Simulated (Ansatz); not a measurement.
Cost and result for the atomization energy of `[CH3][Ga-]([NH3+])([Cl])[Cl]` (11 atoms, 10 bonds).

Cartesian coordinates in Å:
```
C -0.772 0.956 1.275
Ga 0.584 -0.201 0.468
N 0.056 -0.593 -1.530
Cl 2.553 0.629 0.002
Cl 0.686 -2.301 1.069
H -0.507 1.160 2.313
H -0.834 1.910 0.747
H -1.751 0.475 1.263
H 0.792 -1.188 -1.896
H -0.823 -1.093 -1.613
H 0.017 0.246 -2.099
```

The species carries charge 0 and has multiplicity 1. Correlated methods include outer-core shells of Ga, which these sets cover unevenly. Scalar relativity is left out up to krypton. The geometry is a stationary point of PBE0-D4/def2-TZVP. It is one conformer, not always the lowest. Program: Ansatz. All runs use 4 threads of an Arm Neoverse V1 on a shared host. Times are those of one run each, without the atoms' runs, and a repeat can differ threefold. Electronic energies, without spin–orbit coupling; frozen cores. CCSD(T)/CBS adds CCSD(T) − MP2 in def2-TZVPP to the MP2 limit, and its time is that of the two runs behind it. T1 = 0.010. With those shells the extrapolation isn't a true limit. B3LYP takes the VWN-RPA correlation (the form of Gaussian; ORCA's B3LYP/G).

CCSD(T)/CBS is a level of theory with its own doubt, some kJ/mol a heavy atom from the limit and from the frozen cores, so smaller differences don't rank the functionals.

```tsv
level	functions	atomization (kJ/mol)	difference from CCSD(T)/CBS	per bond
CCSD(T)/def2-SVP	126	3459.2	-221.4	-22.1
CCSD(T)/def2-TZVPP	278	3594.2	-86.4	-8.6
r2SCANh-D4/def2-TZVPP	278	3656.9	-23.7	-2.4
PBE-D4/def2-TZVPP (with forces)	278	3697.6	17.0	1.7
B3LYP-D4/def2-TZVPP (with forces)	278	3640.6	-40.0	-4.0
BHLYP-D4/def2-TZVPP	278	3570.3	-110.3	-11.0
PBE0-D4/def2-TZVPP	278	3660.5	-20.1	-2.0
PBE-QIDH/def2-TZVPP	278	3655.4	-25.2	-2.5
ωB97X-V/def2-TZVPP	278	3678.8	-1.8	-0.2
MP2/def2-QZVPP	523	3694.3	13.7	1.4
BLYP-D4/def2-TZVPP	278	3614.2	-66.4	-6.6
r2SCAN-D4/def2-TZVPP (with forces)	278	3673.6	-7.0	-0.7
CCSD(T)/CBS(def2)	–	3680.6	0.0	0.0
```

Order the runs by time, with rough figures. (Estimate.)

Computed: BLYP-D4/def2-TZVPP 3 s; PBE-D4/def2-TZVPP (with forces) 3.4 s; PBE0-D4/def2-TZVPP 5.5 s; BHLYP-D4/def2-TZVPP 5.5 s; r2SCAN-D4/def2-TZVPP (with forces) 7 s; B3LYP-D4/def2-TZVPP (with forces) 7.5 s; r2SCANh-D4/def2-TZVPP 8 s; PBE-QIDH/def2-TZVPP 8.5 s; ωB97X-V/def2-TZVPP 12 s; CCSD(T)/def2-SVP 12 s; MP2/def2-QZVPP 35 s; CCSD(T)/def2-TZVPP 6.5 min; CCSD(T)/CBS(def2) 7.1 min.

Leaving LDA and LC-ωPBE aside and taking each functional with its dispersion term where it has one, the values spread over 127.3 kJ/mol, from BHLYP-D4 to PBE-D4. LDA lies +475.2 kJ/mol from PBE without D4, its usual overbinding. From r2SCAN to r2SCAN0 (25 % exact exchange), in def2-TZVPP and without D4, the atomization energy moves by −41.8 kJ/mol: exact exchange takes away binding that semilocal exchange gives to molecules. In def2-TZVPP, CCSD(T) changes the Hartree–Fock value by +898.8 kJ/mol (the triples alone add +51.0 kJ/mol) and MP2 by +949.0 kJ/mol; breaking electron pairs costs correlation energy, which Hartree–Fock lacks.
